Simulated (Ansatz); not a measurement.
Wavefunction ladder for CH₃BTe, SMILES `B1C[Te]1`

```xyz
6

B    -0.828   -0.230    0.244
C     0.479    0.161   -0.422
Te    0.568   -0.042    1.794
H    -1.969   -0.494    0.075
H     1.092   -0.574   -0.935
H     0.658    1.179   -0.756
```

Charge 0, multiplicity 1. Correlated methods include outer-core shells of Te, which these sets cover unevenly. Te takes the def2 core potential. The structure was optimised at the PBE0-D4/def2-TZVP level. Frozen core, restricted reference, the Gaussian-basis code of Ansatz.

```tsv
basis	HF (Eh)	MP2 corr.
def2-SVP	-331.20871	-0.34172
def2-TZVPP	-331.29147	-0.73571
def2-QZVPP	-331.29601	-0.91190
```

Task: Estimate the CCSD correlation energy and the (T) correction in each basis where they were run (hartree).

Result: 
```csv
basis,CCSD corr.,(T)
def2-SVP,-0.37029,-0.01534
def2-TZVPP,-0.72559,-0.02698
```
